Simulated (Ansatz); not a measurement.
Born–Oppenheimer molecular dynamics of a periodic cell of 36 atoms, H$_{6}$CSO (packed as 4 SH2 + 4 CH3OH, density as packed 1.08 g/cm³ with natural masses). It starts from a partly relaxed structure (largest force component 0.35 eV/Å).

All numbers below come from DFT LDA, scalar-relativistic, plane waves, PAW (Ansatz 0.2.0). Settings: accuracy low, cutoff 420 eV, k mesh 1x1x1, fermi-dirac smearing 0.05 eV, no spin polarisation.

```
ensemble        : NVT, Langevin thermostat
time step       : 0.5 fs
steps asked     : 300
set temperature : 250 K
friction        : 0.02 /fs
seed            : 233372
```

Frames 10 fs apart, positions in Å, forces in eV/Å.

Velocities at 45.0 fs (Å/ps):

```
S 2.17 -1.09 -0.21
H -9.70 4.33 -1.09
H -13.95 -0.13 4.39
S 1.04 0.93 -1.32
H 12.25 4.14 -4.45
H -8.45 15.72 10.67
S -0.55 4.58 0.94
H -24.65 12.35 17.84
H 8.13 5.90 1.70
S -0.34 -2.81 0.79
H -3.66 26.79 4.23
H 7.34 4.74 14.42
C -3.71 -3.97 9.48
O 0.43 0.26 7.43
H 8.79 -18.20 -20.86
H -11.23 4.52 -5.49
H 10.98 -8.30 -1.49
H -4.32 -11.49 -32.98
C 6.13 -1.91 -2.07
O -1.32 3.61 2.56
H 32.92 -1.73 3.38
H 0.71 14.39 -8.50
H -6.75 16.91 3.25
H -21.15 1.94 -26.66
C 3.23 -4.58 0.78
O -1.86 -5.55 1.57
H -15.35 -22.77 -17.84
H 4.12 0.81 1.19
H -1.57 -13.23 -3.75
H 11.33 2.17 -6.95
C -1.06 -1.32 2.33
O 0.18 -0.70 -5.92
H 8.40 2.01 -2.53
H -7.03 14.85 16.62
H -0.73 -3.20 -7.97
H -17.13 -29.44 19.62
```

```xyz
36
Lattice="7.4072 0.0000 0.0000 0.0000 7.4072 0.0000 0.0000 0.0000 7.4072" Properties=species:S:1:pos:R:3:forces:R:3 time_fs=45.0 energy_less_start_eV=0.654 T=205
S 4.171 1.775 5.248 -0.24 1.14 0.80
H 4.514 2.574 4.181 0.34 -0.01 -0.06
H 4.226 0.680 4.512 0.09 -1.10 -0.72
S 7.897 2.335 7.211 -0.34 -0.34 -0.55
H 8.113 2.363 5.646 0.21 0.34 0.32
H 6.955 1.344 7.066 0.18 0.28 0.09
S 3.885 6.092 3.161 -0.43 0.63 0.05
H 3.717 6.504 1.866 0.13 -0.29 0.21
H 4.467 4.893 2.882 0.36 -0.35 -0.35
S 5.799 5.053 6.376 -0.13 -0.08 -0.17
H 6.519 3.864 6.696 -0.06 0.27 0.21
H 5.913 5.641 7.617 0.22 -0.17 0.05
C 1.442 3.756 3.808 -1.06 -2.33 -0.38
O 1.264 2.424 4.402 1.04 0.32 0.47
H 0.441 4.190 3.712 -0.18 0.17 -0.13
H 2.216 2.188 4.780 -0.89 -0.04 -0.62
H 2.004 4.312 4.516 1.02 1.03 0.41
H 1.879 3.571 2.792 0.02 0.47 0.54
C 2.147 5.852 6.825 -0.80 -0.98 0.74
O 2.827 4.631 6.972 -1.17 0.35 0.34
H 1.103 5.544 6.524 0.07 0.23 0.45
H 3.809 4.673 6.931 0.74 0.52 -0.28
H 2.074 6.545 7.757 0.34 -0.81 -0.97
H 2.448 6.408 5.946 0.61 0.67 -0.39
C 7.354 7.109 2.532 -0.83 -0.11 0.95
O 6.992 6.012 1.735 -0.16 -0.56 -0.24
H 6.451 7.405 3.133 0.37 -0.21 -0.54
H 7.714 5.760 1.118 0.03 0.24 0.22
H 8.101 6.827 3.306 0.22 0.21 -0.42
H 7.626 7.961 1.908 0.49 0.42 -0.02
C 4.470 2.511 1.556 -0.24 0.11 0.25
O 5.219 3.203 2.550 0.85 0.10 -0.61
H 3.587 3.108 1.276 -0.06 0.04 -0.06
H 6.148 3.318 2.189 -0.93 0.01 0.56
H 5.067 2.340 0.656 0.14 -0.03 -0.17
H 4.127 1.545 1.967 0.02 -0.13 0.01
36
Lattice="7.4072 0.0000 0.0000 0.0000 7.4072 0.0000 0.0000 0.0000 7.4072" Properties=species:S:1:pos:R:3:forces:R:3 time_fs=55.0 energy_less_start_eV=0.755 T=207
S 4.182 1.758 5.237 -0.31 -0.48 -0.49
H 4.548 2.496 4.126 0.31 0.01 0.05
H 4.149 0.568 4.480 0.16 0.55 0.35
S 7.904 2.359 7.210 -0.16 -0.04 1.15
H 8.275 2.453 5.798 -0.23 -0.06 -0.45
H 6.916 1.418 7.088 0.18 0.23 -0.21
S 3.872 6.144 3.185 0.14 -0.58 -0.49
H 3.494 6.482 1.911 0.12 -0.16 0.25
H 4.546 4.953 2.785 -0.25 0.49 0.13
S 5.793 5.024 6.385 0.36 -0.37 0.30
H 6.602 3.923 6.885 -0.34 0.05 -0.56
H 6.012 5.563 7.625 -0.12 0.43 0.11
C 1.415 3.687 3.884 -0.79 -0.18 -0.82
O 1.245 2.432 4.481 1.66 -0.69 0.41
H 0.445 4.173 3.639 0.10 -0.05 0.62
H 2.246 2.095 4.671 -1.38 0.31 -0.14
H 2.094 4.324 4.420 0.27 0.72 0.71
H 1.855 3.538 2.907 0.50 -0.18 -0.92
C 2.165 5.827 6.776 -3.17 -0.36 1.90
O 2.827 4.672 7.008 0.91 -0.50 0.08
H 1.052 5.535 6.578 0.97 0.49 0.02
H 3.809 4.812 6.825 0.16 -0.35 0.07
H 2.113 6.575 7.634 0.19 -0.45 -0.02
H 2.487 6.407 5.972 0.75 1.01 -2.01
C 7.354 7.081 2.535 -0.43 -0.29 -0.36
O 7.000 5.959 1.736 0.62 -0.21 -0.42
H 6.358 7.327 2.952 0.69 0.31 0.67
H 7.773 5.697 1.192 -0.03 0.04 0.02
H 8.194 6.821 3.201 -0.46 -0.09 0.62
H 7.748 7.943 1.975 -0.22 0.16 -0.53
C 4.455 2.486 1.579 0.55 1.03 -1.45
O 5.208 3.211 2.494 0.78 0.90 1.25
H 3.595 3.093 1.266 -0.17 0.04 -0.21
H 6.152 3.393 2.236 -0.83 -0.34 -0.09
H 5.081 2.278 0.698 -0.20 -0.12 -0.23
H 4.103 1.571 1.992 -0.34 -1.27 0.72
36
Lattice="7.4072 0.0000 0.0000 0.0000 7.4072 0.0000 0.0000 0.0000 7.4072" Properties=species:S:1:pos:R:3:forces:R:3 time_fs=65.0 energy_less_start_eV=0.689 T=211
S 4.188 1.748 5.205 0.04 -0.53 -0.60
H 4.778 2.428 4.124 -0.12 -0.16 0.19
H 4.186 0.508 4.514 0.18 0.78 0.33
S 7.906 2.401 7.234 0.22 0.24 1.17
H 8.339 2.496 5.813 -0.01 0.14 -0.28
H 6.935 1.561 6.863 -0.50 -0.38 -0.11
S 3.866 6.181 3.222 0.22 -0.51 0.01
H 3.369 6.327 1.986 -0.24 0.20 -0.38
H 4.625 5.113 2.763 0.02 -0.03 0.25
S 5.800 4.995 6.399 0.00 0.56 0.24
H 6.546 3.865 6.835 0.04 0.11 0.01
H 6.036 5.724 7.587 0.02 -0.49 -0.46
C 1.405 3.667 3.921 -1.12 0.92 1.36
O 1.248 2.429 4.567 1.45 -1.31 -0.28
H 0.372 4.158 3.896 1.01 -0.52 -0.39
H 2.199 1.953 4.652 -1.07 1.02 -0.04
H 2.041 4.352 4.522 0.06 -0.15 -0.14
H 1.865 3.506 2.962 0.09 0.05 -1.00
C 2.118 5.846 6.745 -0.48 -2.24 0.50
O 2.877 4.692 7.019 -0.78 -0.25 -0.19
H 1.024 5.614 6.475 0.79 -0.12 0.47
H 3.848 4.770 6.753 -0.13 0.20 0.03
H 2.195 6.490 7.593 -0.37 1.15 1.02
H 2.507 6.353 5.913 0.66 1.14 -1.67
C 7.355 7.041 2.508 -0.08 -0.47 0.85
O 7.039 5.890 1.709 0.00 0.66 0.75
H 6.473 7.437 3.045 -0.39 -0.26 -0.66
H 7.860 5.640 1.243 0.01 -0.07 -0.09
H 7.990 6.789 3.408 0.19 -0.01 -0.92
H 7.758 7.842 1.876 0.34 0.19 0.05
C 4.452 2.474 1.575 -0.63 0.81 -0.83
O 5.189 3.228 2.506 0.31 0.38 -0.07
H 3.562 3.017 1.163 0.40 0.07 0.29
H 6.085 3.299 2.118 0.17 0.28 0.31
H 5.059 2.186 0.715 0.25 -0.04 -0.21
H 4.116 1.598 2.074 -0.56 -1.36 0.53
36
Lattice="7.4072 0.0000 0.0000 0.0000 7.4072 0.0000 0.0000 0.0000 7.4072" Properties=species:S:1:pos:R:3:forces:R:3 time_fs=75.0 energy_less_start_eV=0.701 T=249
S 4.198 1.734 5.182 0.13 0.68 0.54
H 5.003 2.317 4.218 -0.31 0.27 -0.21
H 4.419 0.532 4.642 0.01 -0.71 -0.29
S 7.905 2.444 7.308 -0.16 -0.10 0.17
H 8.366 2.542 5.771 0.06 0.07 0.27
H 6.912 1.750 6.686 -0.20 -0.22 0.29
S 3.875 6.212 3.257 -0.38 0.29 0.10
H 3.267 6.264 2.042 0.14 -0.09 -0.02
H 4.693 5.193 2.918 0.22 -0.58 -0.31
S 5.804 4.983 6.423 -0.25 0.12 -0.67
H 6.499 3.793 6.817 0.15 0.42 0.22
H 6.162 5.746 7.502 0.09 -0.23 0.29
C 1.376 3.657 3.951 -1.46 0.67 1.57
O 1.241 2.395 4.630 1.72 -0.42 -0.79
H 0.314 4.103 3.914 1.31 -0.37 -0.01
H 2.235 2.008 4.705 -1.07 0.47 -0.05
H 2.039 4.307 4.588 -0.33 -0.16 -0.70
H 1.746 3.501 2.947 0.32 -0.13 -0.59
C 2.124 5.866 6.711 -0.35 -1.26 -0.33
O 2.876 4.716 7.020 -0.67 0.69 -0.32
H 1.087 5.527 6.525 -0.33 -0.17 -0.17
H 3.847 4.827 6.811 0.36 0.14 0.02
H 2.031 6.582 7.507 0.25 0.80 1.14
H 2.387 6.461 5.818 0.45 -0.30 -0.20
C 7.378 7.012 2.493 -0.40 -0.45 0.11
O 7.094 5.852 1.742 -0.02 -0.14 -0.51
H 6.396 7.431 2.797 0.40 -0.23 0.37
H 7.881 5.629 1.204 -0.06 -0.09 0.04
H 8.049 6.698 3.307 -0.19 0.43 0.51
H 7.860 7.782 1.903 0.41 0.51 -0.52
C 4.424 2.428 1.571 -0.53 1.70 0.60
O 5.168 3.243 2.517 0.30 -0.69 -0.39
H 3.601 3.092 1.158 0.42 -0.81 0.34
H 6.108 3.289 2.214 -0.40 0.05 -0.02
H 5.028 2.108 0.747 0.78 -0.03 -0.78
H 4.078 1.514 2.061 -0.41 -0.12 0.33
36
Lattice="7.4072 0.0000 0.0000 0.0000 7.4072 0.0000 0.0000 0.0000 7.4072" Properties=species:S:1:pos:R:3:forces:R:3 time_fs=85.0 energy_less_start_eV=0.733 T=232
S 4.218 1.724 5.164 0.40 1.37 0.45
H 5.024 2.228 4.141 -0.46 0.42 0.08
H 4.594 0.534 4.766 0.09 -1.42 -0.30
S 7.910 2.463 7.385 -0.45 -0.31 0.10
H 8.365 2.528 5.979 0.10 0.01 -0.11
H 6.818 1.835 6.808 0.23 0.11 0.44
S 3.906 6.240 3.288 0.06 -0.43 -0.34
H 3.324 6.258 2.053 0.08 -0.01 0.13
H 4.663 5.131 2.945 -0.17 0.00 -0.02
S 5.789 4.982 6.445 -0.24 0.27 -0.66
H 6.588 3.972 6.951 0.17 -0.65 -0.16
H 6.256 5.650 7.515 -0.17 0.73 0.57
C 1.317 3.627 3.993 0.40 0.55 -0.18
O 1.252 2.358 4.645 0.53 0.70 -0.07
H 0.308 4.105 3.851 0.55 -0.45 0.48
H 2.225 2.071 4.738 -0.41 -0.12 -0.14
H 2.054 4.344 4.474 -0.81 -0.50 -0.02
H 1.733 3.468 2.991 -0.02 -0.13 -0.45
C 2.092 5.860 6.713 0.45 0.18 -0.90
O 2.861 4.755 7.019 -0.59 -0.52 0.56
H 1.080 5.432 6.520 -0.17 0.42 -0.26
H 3.833 4.901 6.944 0.69 0.16 -0.10
H 2.009 6.633 7.522 0.14 -0.14 -0.13
H 2.510 6.362 5.759 -0.85 -0.30 0.93
C 7.425 6.971 2.459 0.46 0.37 0.74
O 7.115 5.807 1.768 0.15 -0.65 -0.67
H 6.488 7.358 2.845 -0.52 0.37 -0.02
H 7.809 5.561 1.115 0.12 0.15 0.42
H 8.037 6.795 3.365 0.19 -0.29 -0.04
H 7.944 7.756 1.884 -0.11 0.00 -0.38
C 4.434 2.412 1.586 -1.85 0.63 0.47
O 5.128 3.228 2.499 0.90 0.28 0.46
H 3.581 3.019 1.112 0.97 -0.57 0.27
H 6.084 3.267 2.259 -0.40 0.11 -0.07
H 5.106 2.047 0.820 0.14 -0.39 -0.43
H 3.942 1.607 2.202 0.37 0.04 -0.65
36
Lattice="7.4072 0.0000 0.0000 0.0000 7.4072 0.0000 0.0000 0.0000 7.4072" Properties=species:S:1:pos:R:3:forces:R:3 time_fs=95.0 energy_less_start_eV=0.961 T=235
S 4.247 1.724 5.172 0.23 -0.36 -0.07
H 4.780 2.363 4.005 -0.05 -0.51 0.42
H 4.485 0.359 4.883 -0.03 1.26 -0.17
S 7.920 2.475 7.450 -0.56 -0.45 0.03
H 8.418 2.474 6.030 -0.37 -0.16 -0.04
H 6.783 1.691 7.158 0.88 0.61 0.04
S 3.944 6.251 3.321 0.03 -1.23 -1.49
H 3.334 6.257 2.055 0.36 0.09 0.87
H 4.624 5.052 2.937 -0.49 0.65 0.30
S 5.774 4.989 6.438 0.45 0.64 0.91
H 6.683 3.963 6.903 -0.36 0.13 -0.18
H 6.117 5.734 7.624 -0.14 -0.56 -0.77
C 1.316 3.576 3.994 -1.28 0.53 1.02
O 1.246 2.333 4.662 0.99 -0.39 -0.04
H 0.251 3.934 4.038 0.56 0.07 -0.41
H 2.168 1.902 4.647 -0.23 0.30 0.19
H 1.905 4.342 4.561 0.12 -0.44 -0.37
H 1.649 3.456 2.960 0.12 -0.03 -0.32
C 2.020 5.874 6.718 1.06 1.59 -1.09
O 2.823 4.779 7.041 -1.18 0.10 0.03
H 0.969 5.627 6.447 -0.23 -0.61 0.78
H 3.803 4.961 6.967 0.22 0.00 -0.24
H 2.070 6.726 7.515 -0.24 -0.94 -1.03
H 2.281 6.340 5.658 0.17 -0.39 1.63
C 7.474 6.977 2.453 0.91 -0.99 -2.06
O 7.118 5.757 1.749 1.01 0.28 -0.25
H 6.604 7.447 2.807 -1.71 0.50 0.55
H 7.951 5.479 1.253 -1.11 0.23 0.55
H 8.069 6.684 3.317 0.67 0.35 0.16
H 7.907 7.689 1.681 0.26 -0.41 0.99
C 4.420 2.361 1.586 -1.56 0.59 -0.32
O 5.096 3.223 2.504 0.29 -0.29 -0.16
H 3.630 2.966 0.970 0.99 -0.85 1.04
H 6.028 3.401 2.223 -0.40 -0.08 -0.04
H 5.066 1.890 0.836 0.40 0.09 0.07
H 3.935 1.532 2.191 0.22 0.68 -0.53
```

Of the whole run (150 fs, mean temperature of the second half 242 K): A run of 0.15 ps of so small a system gives no equilibrium averages. Limits of this set-up: coarse k mesh, low accuracy level.

Time of the run: 4.7 min on 1 thread of Intel(R) Xeon(R) Platinum 8488C (Sapphire Rapids), with other jobs on the host, peak memory 0.46 GiB.
